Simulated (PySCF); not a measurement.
**YCl3(NH3) at several levels of theory**

Computed with PySCF 2.14.0 (density fitting, no spin-orbit coupling) at the geometry relaxed with PBE0:

```xyz
8
YCl3(NH3) (singlet)
Y     0.0038   -0.0038    0.0038
Cl    1.1179    1.8940    1.1179
Cl   -1.8940   -1.1179    1.1179
Cl    1.1179   -1.1179   -1.8940
N    -1.3964    1.3964   -1.3964
H    -2.0063    2.0063   -0.8475
H    -0.8475    2.0063   -2.0063
H    -2.0063    0.8475   -2.0063
```

```tsv
level	basis	state	HOMO (eV)	gap (eV)	charge on Y1 (e)	dipole about the centre of mass (D)	largest force component (eV/Å)
PBE0	Y def2-SVP with ECP28, Cl def2-SVP, N def2-SVP, H def2-SVP	singlet	-8.44	7.37	0.73	5.27	0.03
r2SCAN	the same	singlet	-7.44	6.13	0.75	5.28	0.06
PBE0	Y def2-TZVP with ECP28, Cl def2-TZVP, N def2-TZVP, H def2-TZVP	singlet	-8.57	7.35	1.18	5.10	0.22
```

Charges are Mulliken's, which hang on the basis. The relaxation used the grid (50, 194), these runs (75, 302) or, all-electron (x2c bases, spin-free X2C Hamiltonian), (99, 590).

What does TPSS with Y def2-SVP with ECP28, Cl def2-SVP, N def2-SVP, H def2-SVP give here?

state singlet, HOMO (eV) -7.19, gap (eV) 5.65, charge on Y1 (e) 0.69, dipole about the centre of mass (D) 5.23, largest force component (eV/Å) 0.17. Time: 9.2 s on 2 threads of Arm Neoverse V2, with other jobs on the host, from an already converged density.

In the first row's basis the gap widens with exact exchange: 5.7 to 6.1 eV for TPSS, r2SCAN (none); 7.4 eV for PBE0 (a fixed share).
